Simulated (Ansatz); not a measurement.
Reaction (ligand exchange at a Ge–S bond): `[OH][GeH]([F])[S][SiH3]` + H–F → `[OH][GeH]([F])[F]` + `[SiH3]S`

Calculated with Ansatz (gas phase, PBE0-D4/def2-TZVP geometries, no zero-point term in ΔE). CCSD(T)/CBS adds triple-zeta CCSD(T) − MP2 to the extrapolated MP2 energy (def2 sets, frozen cores). This one scheme is used for every species. Functionals use def2-TZVPP. B3LYP here is the variant with VWN-RPA as its local correlation; programs differ in this. For Ge outer-core shells are correlated without core-valence functions, which leaves a few kJ/mol of doubt a bond. Scalar relativity is left out up to krypton. One conformer a species, not always the lowest.

| level | ΔE (kcal/mol) | difference from CCSD(T)/CBS |
| --- | --- | --- |
| PBE-D4 | -2.1 | 0.3 |
| r2SCAN-D4 | -4.4 | -2.0 |
| B3LYP-D4 | -4.0 | -1.6 |
| ωB97X-V | -5.3 | -2.9 |
| ωB97M-V | -4.3 | -1.9 |
| B2PLYP | -6.1 | -3.7 |
| r2SCAN | -5.0 | -2.6 |
| HF/def2-TZVPP | -10.1 | -7.7 |
| SCS-MP2/def2-TZVPP | -5.1 | -2.7 |
| CCSD/def2-TZVPP | -5.2 | -2.8 |
| CCSD(T)/def2-TZVPP | -4.2 | -1.8 |
| HF/def2-QZVPP | -10.8 | -8.4 |
| MP2/def2-QZVPP | -2.0 | 0.4 |
| SCS-MP2/def2-QZVPP | -4.4 | -2.0 |
| MP2/CBS(def2) | -1.0 | 1.4 |
| CCSD/CBS(def2) | -3.4 | -1.0 |
| CCSD(T)/CBS | -2.4 | 0 |

Largest T1 diagnostic among the species: 0.012.

The D4 term adds +3.4 kcal/mol with B3LYP and +1.9 kcal/mol with PBE0; it sums over pairs of atoms, weighted by their polarisabilities, and B3LYP, whose exchange is more repulsive, gets the larger term. In def2-TZVPP, CCSD(T) changes the Hartree–Fock value by +5.9 kcal/mol (the triples alone add +1.0 kcal/mol) and MP2 by +7.3 kcal/mol.
